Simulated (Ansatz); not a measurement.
CH$_{9}$BSiSn, SMILES `C[B]([SiH3])[SnH3]`, relaxed with RKS PBE-D4/def2-SVP in Ansatz from a rough embedded geometry. The force threshold is 0.03 eV/Å; the program also tests the step.

Charge 0, multiplicity 1. Sn takes the def2 core potential.

Start:

```xyz
13

C     1.328    0.405   -1.026
B     0.111    0.099   -0.153
Si   -1.444    1.212   -0.238
Sn    0.147   -1.554    1.281
H     1.190    1.284   -1.702
H     2.262    0.587   -0.460
H     1.541   -0.460   -1.721
H    -2.461    0.784    0.748
H    -2.059    1.225   -1.607
H    -1.108    2.620    0.116
H     1.670   -2.455    1.071
H    -1.172   -2.690    0.850
H    -0.005   -1.057    2.840
```

```csv
step,energy (eV),largest force (eV/Å),largest move (Å)
1,-15556.2047,2.025,0.000
2,-15556.4866,0.605,0.195
3,-15556.5335,0.225,0.071
4,-15556.5376,0.100,0.031
5,-15556.5386,0.132,0.086
6,-15556.5427,0.034,0.086
7 (rejected),-15556.5306,0.653,0.195
8,-15556.5458,0.036,0.098
9,-15556.5472,0.202,0.098
10,-15556.5487,0.102,0.027
11,-15556.5502,0.073,0.072
12,-15556.5515,0.057,0.073
13,-15556.5529,0.067,0.054
14,-15556.5542,0.090,0.059
15,-15556.5556,0.125,0.084
16,-15556.5568,0.126,0.060
17,-15556.5584,0.104,0.065
18,-15556.5596,0.090,0.087
19,-15556.5604,0.082,0.071
20,-15556.5609,0.052,0.022
21,-15556.5613,0.013,0.028
```

End:

```xyz
13

C     1.349    0.344   -1.184
B     0.159    0.129   -0.200
Si   -1.528    1.242   -0.278
Sn    0.260   -1.509    1.382
H     1.403    1.338   -1.674
H     2.350    0.029   -0.828
H     1.088   -0.376   -2.006
H    -2.778    0.463    0.047
H    -1.739    1.971   -1.583
H    -1.369    2.293    0.801
H     1.794   -2.322    1.430
H    -0.954   -2.720    1.122
H    -0.034   -0.882    2.971
```

Hardware: 4 threads of an Arm Neoverse V1 on a shared host. Wall time 33 s, peak host memory 0.17 GiB.
